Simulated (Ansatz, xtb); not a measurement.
Two structures of N2Se

Structure a is `N#[N+][Se-]`, a singlet and structure b is a singlet given by its coordinates. Both are isolated molecules in the gas phase, relaxed with PBE0-D3(BJ)/def2-SVP.

a (Å):

```yaml
atoms:
  - { symbol: N, position_ang: [0.0000, 0.0000, -1.3307] }
  - { symbol: N, position_ang: [0.0000, 0.0000, -0.2081] }
  - { symbol: Se, position_ang: [0.0000, 0.0000, 1.5387] }
```

b (Å):

```xyz
3

N    -0.2824    0.0787   -0.3933
N     0.7106   -0.4352   -0.6472
Se    0.9779    0.4270    1.2448
```

Close contacts (Å): N1–N2 1.15, N1–Se3 2.10, N2–Se3 2.10.

Quicker runs give these differences E(b) − E(a): GFN2-xTB +1.735 eV; HF/STO-3G +1.154 eV (at GFN2-xTB geometries); r2SCAN-D4/def2-SVP +1.624 eV (at GFN2-xTB geometries).

Q: Estimate E(b) − E(a) at the level CCSD(T)/def2-TZVPP.

A: Calculated at CCSD(T)/def2-TZVPP: E(b) − E(a) = +1.270 eV, so structure a lies lower.

Level by level:

```
               level              geometry  E(b) − E(a) (eV)  departure from the last row (eV)  job, with rough time for the two
            GFN2-xTB              GFN2-xTB              +1.735                            +0.465              optimisation, 0.06 s
           HF/STO-3G              GFN2-xTB              +1.154                            −0.115              single point, 0.22 s
  r2SCAN-D4/def2-SVP              GFN2-xTB              +1.624                            +0.354               single point, 2.2 s
PBE0-D3(BJ)/def2-SVP  PBE0-D3(BJ)/def2-SVP              +1.555                            +0.285                optimisation, 11 s
       HF/def2-TZVPP  PBE0-D3(BJ)/def2-SVP              +1.139                            −0.130           part of the CCSD(T) run
      MP2/def2-TZVPP  PBE0-D3(BJ)/def2-SVP              +1.454                            +0.184           part of the CCSD(T) run
  CCSD(T)/def2-TZVPP  PBE0-D3(BJ)/def2-SVP              +1.270                                                  single point, 14 s
```

None of the levels shown reverses the order. The largest departure from CCSD(T)/def2-TZVPP is that of GFN2-xTB, 0.465 eV.

With harmonic frequencies from PBE0-D3(BJ)/def2-SVP (ideal gas, rigid rotor, one conformer each, 298.15 K, 1 atm): the zero-point term adds −0.057 eV; ΔH is +1.224 and ΔG +1.161 eV.

The correlated steps freeze 11 core orbitals; the filled d shell of Se is correlated, in a basis made for valence electrons. Run with Ansatz 0.2.0, xtb 6.7.1; the last row on 1 thread of Arm Neoverse V2 on a shared host.
